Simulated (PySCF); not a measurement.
PySCF input file for C4H7F, SMILES CC1(F)CC1, PBE0-D3(BJ)/def2-SVP. Geometry optimised at PBE0-D3(BJ)/def2-SVP.

```python
import numpy as np
from pyscf import gto, scf, dft, df
from pyscf.hessian import thermo

mol = gto.M(
    atom='''
    C     0.78865244   -1.38062285   -0.00000000
    C    -0.06082791   -0.14828644   -0.00000000
    F    -1.39351331   -0.45920331    0.00000000
    C     0.30541508    1.08147114   -0.75667171
    C     0.30541509    1.08147114    0.75667171
    H     0.58026790   -1.98986376   -0.89267475
    H     1.85542194   -1.11763815   -0.00000000
    H     0.58026790   -1.98986376    0.89267476
    H    -0.51390696    1.60643312   -1.25378614
    H     1.26077385    1.10656564   -1.28793450
    H    -0.51390696    1.60643312    1.25378614
    H     1.26077385    1.10656565    1.28793450
    ''',
    basis='def2-SVP',
    charge=0,
    spin=0,
    max_memory=1600,
    verbose=3,
)
mf = dft.RKS(mol, xc='pbe0').density_fit(auxbasis='def2-universal-jkfit')
mf.disp = 'd3bj'
mf.grids.level = 3
mf.conv_tol = 1e-11
mf.max_cycle = 100
mf.kernel()

# [left out here: the lines that compute and print the analytic Hessian (its translational invariance restored by hand, since the grid's response is missing), thermochemistry and intensities]
```

Program output:

```
converged SCF energy = -255.982761094709

WARN: DFTD3 does not support analytical Hessian, using finite difference


WARN: Mole.unit (angstrom) is changed to Bohr

Mode                                 0                   1                   2
Irrep
Freq [cm^-1]                      227.7239            312.7850            342.2175
Reduced mass [au]                   1.0466              1.9087              2.3153
Force const [Dyne/A]                0.0320              0.1100              0.1598
Char temp [K]                     327.6440            450.0279            492.3748
Normal mode                   x     y     z       x     y     z       x     y     z
       0   C                -0.00 -0.00  0.02    0.00  0.00  0.09    0.06  0.11 -0.00
       1   C                 0.00  0.00 -0.01   -0.00 -0.00 -0.05   -0.10 -0.00 -0.00
       2   F                 0.00 -0.00 -0.03   -0.00 -0.00 -0.06   -0.09 -0.02  0.00
       3   C                 0.01  0.02  0.02   -0.10  0.06  0.00    0.06 -0.05 -0.00
       4   C                -0.01 -0.02  0.02    0.10 -0.06  0.00    0.06 -0.05  0.00
       5   H                -0.41 -0.26  0.29    0.11 -0.10  0.14    0.20  0.07 -0.00
       6   H                -0.00 -0.00 -0.55   -0.00  0.00  0.21    0.01  0.33 -0.00
       7   H                 0.41  0.26  0.29   -0.11  0.10  0.14    0.20  0.07  0.00
       8   H                 0.01  0.03  0.02   -0.22  0.04  0.19    0.15  0.12  0.03
       9   H                 0.01  0.03  0.03   -0.19  0.18 -0.15    0.04 -0.23 -0.03
      10   H                -0.01 -0.03  0.02    0.22 -0.04  0.19    0.15  0.12 -0.03
      11   H                -0.01 -0.03  0.03    0.19 -0.18 -0.15    0.04 -0.23  0.03
Mode                                 3                   4                   5
Irrep
Freq [cm^-1]                      406.2030            463.9061            724.1338
Reduced mass [au]                   3.7821              2.7054              3.2711
Force const [Dyne/A]                0.3677              0.3430              1.0106
Char temp [K]                     584.4357            667.4576           1041.8674
Normal mode                   x     y     z       x     y     z       x     y     z
       0   C                 0.10 -0.03  0.00   -0.00 -0.00  0.02    0.07 -0.12 -0.00
       1   C                 0.03 -0.07 -0.00    0.00 -0.00 -0.14   -0.02 -0.04  0.00
       2   F                -0.02  0.15 -0.00    0.00  0.00  0.09   -0.10 -0.02  0.00
       3   C                -0.05 -0.06 -0.00    0.05  0.09 -0.03    0.02  0.09  0.05
       4   C                -0.05 -0.06  0.00   -0.05 -0.09 -0.03    0.02  0.09 -0.05
       5   H                 0.20 -0.06 -0.00    0.11 -0.16  0.10    0.15 -0.16  0.00
       6   H                 0.06  0.12 -0.00    0.00 -0.00  0.12    0.05 -0.04  0.00
       7   H                 0.20 -0.06  0.00   -0.11  0.16  0.10    0.15 -0.16 -0.00
       8   H                -0.12 -0.18 -0.03    0.15  0.23 -0.05    0.09  0.12 -0.04
       9   H                -0.04  0.05  0.02    0.11  0.09  0.08    0.08  0.15  0.15
      10   H                -0.12 -0.18  0.03   -0.15 -0.23 -0.05    0.09  0.12  0.04
      11   H                -0.04  0.05 -0.02   -0.11 -0.09  0.08    0.08  0.15 -0.15
Mode                                 6                   7                   8
Irrep
Freq [cm^-1]                      767.8535            857.7263            931.3893
Reduced mass [au]                   1.0628              1.3848              1.4985
Force const [Dyne/A]                0.3692              0.6003              0.7659
Char temp [K]                    1104.7702           1234.0772           1340.0618
Normal mode                   x     y     z       x     y     z       x     y     z
       0   C                 0.03 -0.04  0.00   -0.00 -0.00  0.04   -0.09  0.05  0.00
       1   C                 0.00 -0.00  0.00    0.00 -0.00  0.05    0.03 -0.04  0.00
       2   F                -0.02  0.01 -0.00   -0.00 -0.00  0.02   -0.04 -0.03 -0.00
       3   C                 0.02  0.01  0.00    0.08  0.04 -0.05    0.07 -0.00  0.04
       4   C                 0.02  0.01 -0.00   -0.08 -0.04 -0.05    0.07 -0.00 -0.04
       5   H                 0.02 -0.05  0.00   -0.10  0.21 -0.08    0.08  0.04 -0.03
       6   H                 0.04 -0.08 -0.00   -0.00  0.00 -0.10   -0.16  0.34 -0.00
       7   H                 0.02 -0.05 -0.00    0.10 -0.21 -0.08    0.08  0.04  0.03
       8   H                -0.15  0.16  0.44   -0.14 -0.20  0.06   -0.16 -0.32  0.08
       9   H                -0.21  0.02 -0.42    0.05  0.45 -0.09    0.02  0.33 -0.03
      10   H                -0.15  0.16 -0.44    0.14  0.20  0.06   -0.16 -0.32 -0.08
      11   H                -0.21  0.02  0.42   -0.05 -0.45 -0.09    0.02  0.33  0.03
Mode                                 9                  10                  11
Irrep
Freq [cm^-1]                      947.5458            966.1513           1026.0490
[...]
Freq [cm^-1]                     1415.0229           1420.9050           1447.3755
Reduced mass [au]                   1.0958              1.6224              1.0450
Force const [Dyne/A]                1.2928              1.9300              1.2899
Char temp [K]                    2035.9028           2044.3660           2082.4510
Normal mode                   x     y     z       x     y     z       x     y     z
       0   C                -0.00  0.00  0.00   -0.08  0.11  0.00    0.00 -0.00  0.05
       1   C                 0.00  0.00 -0.02    0.08 -0.09  0.00   -0.00  0.00  0.03
       2   F                -0.00 -0.00  0.00   -0.01  0.00 -0.00    0.00  0.00 -0.00
       3   C                 0.01  0.02 -0.05   -0.01 -0.00  0.01    0.00  0.00 -0.01
       4   C                -0.01 -0.02 -0.05   -0.01 -0.00 -0.01   -0.00 -0.00 -0.01
       5   H                -0.05  0.02 -0.00    0.27 -0.16  0.10    0.48 -0.06 -0.04
       6   H                 0.00 -0.00  0.05    0.04 -0.40 -0.00   -0.00  0.00 -0.69
       7   H                 0.05 -0.02 -0.00    0.27 -0.16 -0.10   -0.48  0.06 -0.04
       8   H                -0.30 -0.09  0.35    0.16  0.12 -0.16   -0.03 -0.00  0.03
       9   H                 0.22 -0.26  0.33   -0.10  0.06 -0.15    0.02 -0.03  0.02
      10   H                 0.30  0.09  0.35    0.16  0.12  0.16    0.03  0.00  0.03
      11   H                -0.22  0.26  0.33   -0.10  0.06  0.15   -0.02  0.03  0.02
Mode                                21                  22                  23
Irrep
Freq [cm^-1]                     1466.1215           1524.3392           3062.1847
Reduced mass [au]                   1.1032              2.5192              1.0373
Force const [Dyne/A]                1.3972              3.4489              5.7308
Char temp [K]                    2109.4224           2193.1847           4405.8020
Normal mode                   x     y     z       x     y     z       x     y     z
       0   C                -0.02 -0.05 -0.00    0.02 -0.04  0.00    0.02 -0.05 -0.00
       1   C                -0.04  0.02 -0.00    0.03  0.17  0.00   -0.00  0.00 -0.00
       2   F                 0.01  0.00  0.00   -0.01 -0.01  0.00    0.00  0.00  0.00
       3   C                 0.00 -0.02  0.03   -0.02 -0.07  0.08   -0.00  0.00  0.00
       4   C                 0.00 -0.02 -0.03   -0.02 -0.07 -0.08   -0.00  0.00 -0.00
       5   H                 0.23  0.43 -0.37   -0.04 -0.14  0.08    0.12  0.32  0.49
       6   H                 0.05 -0.29  0.00   -0.03  0.18 -0.00   -0.48 -0.13  0.00
       7   H                 0.23  0.43  0.37   -0.04 -0.14 -0.08    0.12  0.32 -0.49
       8   H                 0.07 -0.01 -0.09    0.20  0.02 -0.15   -0.00 -0.00 -0.00
       9   H                -0.06  0.10 -0.08   -0.15  0.16 -0.13    0.01 -0.00 -0.00
      10   H                 0.07 -0.01  0.09    0.20  0.02  0.15   -0.00 -0.00  0.00
      11   H                -0.06  0.10  0.08   -0.15  0.16  0.13    0.01 -0.00  0.00
Mode                                24                  25                  26
Irrep
Freq [cm^-1]                     3152.5426           3156.0187           3156.3907
Reduced mass [au]                   1.0527              1.0626              1.1047
Force const [Dyne/A]                6.1640              6.2359              6.4843
Char temp [K]                    4535.8069           4540.8082           4541.3435
Normal mode                   x     y     z       x     y     z       x     y     z
       0   C                 0.00  0.00 -0.00    0.01  0.00 -0.00    0.00  0.00 -0.09
       1   C                -0.00 -0.00  0.00    0.00  0.01 -0.00   -0.00 -0.00 -0.00
       2   F                -0.00 -0.00  0.00   -0.00  0.00  0.00   -0.00 -0.00  0.00
       3   C                 0.01  0.02 -0.04   -0.01 -0.02  0.04   -0.00 -0.00  0.00
       4   C                -0.01 -0.02 -0.04   -0.01 -0.02 -0.04    0.00  0.00  0.00
       5   H                 0.01  0.02  0.03   -0.00 -0.02 -0.02    0.13  0.37  0.54
       6   H                -0.00 -0.00 -0.00   -0.05 -0.01 -0.00   -0.00 -0.00 -0.01
       7   H                -0.01 -0.02  0.03   -0.00 -0.02  0.03   -0.13 -0.37  0.54
       8   H                 0.34 -0.22  0.20   -0.35  0.22 -0.20   -0.02  0.01 -0.01
       9   H                -0.45 -0.01  0.24    0.45  0.01 -0.24    0.02 -0.00 -0.01
      10   H                -0.34  0.22  0.20   -0.35  0.22  0.20    0.02 -0.01 -0.01
      11   H                 0.45  0.01  0.24    0.45  0.01  0.24   -0.02  0.00 -0.01
Mode                                27                  28                  29
Irrep
Freq [cm^-1]                     3174.5297           3252.8734           3261.7060
Reduced mass [au]                   1.1036              1.1218              1.1176
Force const [Dyne/A]                6.5528              6.9936              7.0052
Char temp [K]                    4567.4414           4680.1606           4692.8688
Normal mode                   x     y     z       x     y     z       x     y     z
       0   C                 0.08  0.05  0.00    0.00 -0.00  0.00    0.00  0.00  0.00
       1   C                 0.00  0.00  0.00    0.00  0.00 -0.00    0.00  0.00 -0.00
       2   F                -0.00 -0.00  0.00   -0.00 -0.00  0.00   -0.00 -0.00  0.00
       3   C                -0.00  0.00 -0.00    0.06 -0.02  0.00    0.06 -0.02  0.00
       4   C                -0.00  0.00  0.00   -0.06  0.02  0.00    0.06 -0.02 -0.00
       5   H                -0.06 -0.18 -0.28   -0.00 -0.00 -0.00   -0.00 -0.00 -0.00
       6   H                -0.79 -0.20  0.00   -0.00 -0.00 -0.00   -0.02 -0.00  0.00
       7   H                -0.06 -0.18  0.28    0.00  0.00 -0.00   -0.00 -0.00  0.00
       8   H                 0.03 -0.02  0.02   -0.38  0.24 -0.22   -0.37  0.24 -0.23
       9   H                -0.03 -0.00  0.01   -0.38 -0.01  0.21   -0.38 -0.01  0.21
      10   H                 0.03 -0.02 -0.02    0.38 -0.24 -0.22   -0.37  0.24  0.23
      11   H                -0.03 -0.00 -0.01    0.38  0.01  0.21   -0.38 -0.01 -0.21
temperature 298.1500 [K]
pressure 101325.00 [Pa]
Rotational constants [GHz] 6.72192 5.33097 4.00341
Symmetry number 1
Zero-point energy (ZPE) 0.10158 [Eh]   266695.733 [J/mol]
                           tot       elec      trans        rot        vib
Entropy [J/mol/K]       299.795      0.000    162.441    105.517     31.836
Cv [J/mol/K]             80.699      0.000     12.472     12.472     55.756
Cp [J/mol/K]             89.014      0.000     20.786     12.472     55.756
Internal energy [J/mol]                      3718.434   3718.434 273041.307
Internal energy [Eh]   -255.87593  -255.98276
Enthalpy [J/mol]                             6197.391   3718.434 273041.307
Enthalpy [Eh]          -255.87499
Gibbs free energy [J/mol]                  -42234.501 -27741.504 263549.289
Gibbs free energy [Eh] -255.90903
mode   freq/cm-1   IR/(km/mol)
   1      227.72         0.045
   2      312.78         0.906
   3      342.22         0.363
   4      406.20         7.975
   5      463.91         0.209
   6      724.13        12.506
   7      767.85         0.072
   8      857.73         1.153
   9      931.39         7.713
  10      947.55        14.642
  11      966.15        16.698
  12     1026.05        18.391
  13     1068.49         0.090
  14     1077.65        10.101
  15     1134.37        22.784
  16     1175.20         1.275
  17     1314.45        55.067
  18     1354.19        24.214
  19     1415.02         6.118
  20     1420.91        25.839
  21     1447.38         2.558
  22     1466.12         4.368
  23     1524.34        34.236
  24     3062.18        15.668
  25     3152.54         7.827
  26     3156.02         0.577
  27     3156.39         9.551
  28     3174.53        10.517
  29     3252.87         0.427
  30     3261.71         2.467
max |gradient| / (hartree/bohr): 5.8758027028654294e-05
APT charges: [-0.0099  0.655  -0.5338 -0.1074 -0.1074 -0.004   0.0151 -0.004   0.0281
  0.0201  0.0281  0.0201]
```

Self-consistency was reached.
